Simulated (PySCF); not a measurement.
Compound: C₄H₆Cl₃ (doublet state).
Numbering: `[CH3:1][CH:2][CH2:3][C:4]([Cl:5])([Cl:6])[Cl:7]` (hydrogens: H8, H9, H10 on C1; H11 on C2; H12, H13 on C3)

Structure used (GFN2-xTB), in Å, numbered top down from 1:
```xyz
13
C4H6Cl3 angstrom
C      1.7917    0.1624    0.4245
C      0.6595   -0.7263    0.1100
C     -0.4395   -0.3190   -0.7862
C     -1.6108    0.3291   -0.0200
Cl    -2.9173    0.7838   -1.1543
Cl    -1.0808    1.7939    0.8261
Cl    -2.2833   -0.7978    1.1739
H      1.8538    0.9895   -0.2784
H      1.6961    0.5807    1.4333
H      2.7328   -0.3917    0.4135
H      0.5494   -1.6391    0.6694
H     -0.0971    0.4168   -1.5179
H     -0.8589   -1.1818   -1.3116
```

The hyperfine couplings belong to this conformer and change with its torsions.

Method used: PySCF, UKS B3LYP, pcH-1 on C Cl H, non-relativistic, mean-field spin-orbit, GIAO. One conformer (not necessarily the lowest) at the GFN2-xTB geometry, without solvent, vibrations or thermal averaging. The geometry wasn't refined by DFT: couplings that depend on bond lengths, twists or pyramidal angles can differ widely from those at the functional's own minimum. The SCF solution wasn't tested for stability.

(1) Match the computed a_iso(13C) values +160.9, +97.6, -33.2, -28.7 MHz with the sites C1; C2; C3; C4.

(2) The isotropic 1H couplings, averaged over equivalent nuclei, are +80.2, -60.7, +33.8 MHz. Assign them to H8/H9/H10; H11; H12/H13.

Results:

(1) 
```tsv
site	a_iso (MHz)	ρ(0) (bohr⁻³)	position	distance from C2 (Å)	spin population	largest |T| (MHz)
C1	-33.2	-0.0295	1 bond from C2	1.47	-0.08	2.8
C2	+97.6	+0.0870	largest spin population	0.00	+1.01	159.4
C3	-28.7	-0.0255	1 bond from C2	1.48	-0.07	3.0
C4	+160.9	+0.1431	2 bonds from C2	2.51	+0.04	8.2
```

(2) 
```tsv
site	a_iso (MHz)	ρ(0) (bohr⁻³)	position	distance from C2 (Å)	bound to	spin population there	largest |T| (MHz)
H8/H9/H10	+80.2	+0.0179	β, 2 bonds from C2	2.13	C1	-0.08	8.8
H11	-60.7	-0.0136	α, 1 bond from C2	1.08	C2	+1.01	38.7
H12/H13	+33.8	+0.0076	β, 2 bonds from C2	2.13	C3	-0.07	9.4
```

ρ(0) is the spin density at the nucleus and T the dipolar tensor; a_iso includes a spin–orbit part; entries for several nuclei are means. Largest spin populations (Mulliken): C2 (+1.01), C1 (-0.08) and C3 (-0.07). No atom but C2 exceeds +0.15. The angles at C2 add up to 359.3°, so it is planar; its axial dipolar tensor and the negative coupling of its proton fit spin in a p orbital normal to that plane.

The spin density at the nucleus, in bohr⁻³, is negative for C1 (-0.0295), C3 (-0.0255) and H11 (-0.0136), for instance. A restricted open-shell determinant has no negative spin density anywhere; here it arises because α and β orbitals differ (spin polarisation).

Class means assume fast exchange of nuclei equivalent by connectivity; if that motion is slow, each nucleus keeps its own coupling. The three 1H nuclei of mean +80.2 MHz run from 7.7 to 145.2 MHz in the frozen geometry. The 1H value of +33.8 MHz is a mean of couplings from 20.6 to 47.1 MHz in this one geometry, not an average over conformers.
